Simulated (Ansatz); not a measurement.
Computed with Ansatz on PBE0-D4/def2-TZVP structures; ΔE is electronic, products minus reactants. CCSD(T)/CBS adds triple-zeta CCSD(T) − MP2 to the extrapolated MP2 energy (def2 sets, frozen cores). Functionals use def2-TZVPP. B3LYP here is the variant with VWN-RPA as its local correlation; programs differ in this. One conformer a species, not always the lowest.

Consider the redistribution: `CBB(C)F` + `[SiH3][Al]1[CH2][O]1` → `CBB(C)[SiH3]` + `[F][Al]1[CH2][O]1`.

CCSD(T)/CBS gives -7.2 kJ/mol.

**Question.** Another level gave +3.0 kJ/mol. Which?
A. ωB97M-V/def2-TZVPP
B. MP2/def2-TZVPP
C. B3LYP/def2-TZVPP
D. HF/def2-TZVPP

**Answer.** C. B3LYP 3.0, ωB97M-V -4.4, MP2/def2-TZVPP -11.9, HF/def2-TZVPP 10.5 kJ/mol.

Largest T1 diagnostic among the species: 0.017.

The D4 term adds −6.8 kJ/mol with B3LYP and −3.8 kJ/mol with PBE0; it sums over pairs of atoms, weighted by their polarisabilities, and B3LYP, whose exchange is more repulsive, gets the larger term. In def2-TZVPP, CCSD(T) changes the Hartree–Fock value by −13.3 kJ/mol (the triples alone add −0.4 kJ/mol) and MP2 by −22.4 kJ/mol.
